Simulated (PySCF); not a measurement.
Compound: C9H10NP.
Structure used (GFN2-xTB), in Å, numbered top down from 1:
```xyz
21
C9H10NP angstrom
C     -2.2945    0.9754    0.0081
C     -1.6203    1.1453   -1.1203
P     -0.7085   -0.3383   -1.6667
C      0.8513   -0.0610   -0.7291
C      1.3260    1.2042   -0.3990
C      2.5418    1.3067    0.2574
N      3.2871    0.2658    0.5864
C      2.8458   -0.9366    0.2559
C      1.6506   -1.1553   -0.4069
C     -1.6314   -1.3377   -0.3827
C     -2.1837   -0.3650    0.6627
H     -2.8880    1.7452    0.4794
H     -1.6121    2.0540   -1.7006
H      0.7570    2.0896   -0.6401
H      2.9420    2.2734    0.5366
H      3.4883   -1.7622    0.5353
H      1.3433   -2.1576   -0.6706
H     -0.9975   -2.1114    0.0502
H     -2.4530   -1.8330   -0.9080
H     -1.5034   -0.2839    1.5172
H     -3.1498   -0.7008    1.0452
```

Probes without a nucleus sit at each ring's centroid and 1 Å off its mean plane on both sides; NICS is minus the shielding there, NICSzz its component along the normal. Level: GIAO PBE0/pcSseg-1 (PySCF, non-relativistic, gas phase) on the GFN2-xTB geometry, one conformer.

Ring bond lengths (Å), with Mayer bond orders in brackets: C1–C2 1.325 (1.86), C2–P3 1.825 (0.96), P3–C10 1.871 (0.98), C10–C11 1.531 (1.01), C11–C1 1.496 (1.04); C4–C5 1.391 (1.38), C5–C6 1.386 (1.40), C6–N7 1.322 (1.48), N7–C8 1.323 (1.47), C8–C9 1.384 (1.42), C9–C4 1.393 (1.38).

Task: What do the NICS probes read (ppm)?

Result: 
```tsv
ring	type	NICS(0)	NICS(1), two faces	NICS(1)zz, two faces	rms pucker (Å)	centre to ring atoms, mean (Å)
C1–C2–P3–C10–C11	5-membered ring with P; formal bonds 1 double, 4 single	-2.9	-2.9 / -4.5	-3.0 / -5.8	0.11	1.36
C4–C5–C6–N7–C8–C9	6-membered ring with N; formal bonds all aromatic	-6.8	-10.8 / -11.1	-27.5 / -26.7	0.01	1.37
```

Task: What do they say, and how far can they be read as aromaticity?

Result: 
- C1–C2–P3–C10–C11: mean NICS(1)zz -4.4 ppm, shielded. C10, C11 have four or more neighbours, and the NICS criterion for π rings isn't applied.
- C4–C5–C6–N7–C8–C9: mean NICS(1)zz -27.1 ppm, shielded. For a flat ring without four-coordinate atoms the NICS criterion counts such a value as aromatic.

Task: What does the geometric index give? HOMA = 1 − mean of α(R − Ropt)² over the ring bonds, with Krygowski's 1993 parameters (CC: Ropt 1.388 Å, α 257.7 Å⁻²; CN: Ropt 1.334 Å, α 93.52 Å⁻²).

Result: 
- C4–C5–C6–N7–C8–C9: HOMA 0.99; the largest term is that of C6–N7, α(R − Ropt)² = 0.01. The geometric and the magnetic index point the same way.

Task: What is the mean of the two in-plane components of NICS at the first NICS(1) probe listed for ring C4–C5–C6–N7–C8–C9, 1 Å off the ring?

Result: The isotropic value is a third of the trace: (3 × -10.8 − (-27.5))/2 = -2.5 ppm.

Task: How shielded are the nuclei of the rings and their hydrogens (means over atoms taken as equivalent)?

Result: 
| atoms | environment | σ isotropic (ppm) |
| --- | --- | --- |
| C1 | alkene CH carbon | 32.1 |
| C2 | alkene CH carbon | 49.9 |
| P3 | phosphine phosphorus | 338.3 |
| C4 | substituted aromatic carbon | 23.6 |
| C5 (×2) | aromatic CH carbon | 56.8 |
| C6 (×2) | aromatic CH next to a ring nitrogen | 32.7 |
| N7 | pyridine-type nitrogen | -86.2 |
| C10 | sp3 carbon bound to phosphorus | 153.1 |
| C11 | allylic carbon | 148.8 |
| H12 | vinylic hydrogen | 24.78 |
| H13 | vinylic hydrogen | 25.03 |
| H14 (×2) | aromatic hydrogen | 24.36 |
| H15 (×2) | aromatic hydrogen | 22.94 |
| H18 (×2) | methylene hydrogen | 29.56 |

The list is cut; further classes of hydrogen are left out.

On Arm Neoverse N1, one thread, shared host with 64 logical CPUs at a one-minute load of 57, this took 94 s of wall time and 1.1 GiB of memory at its peak. This is the whole shielding run at PBE0/pcSseg-1, SCF included.
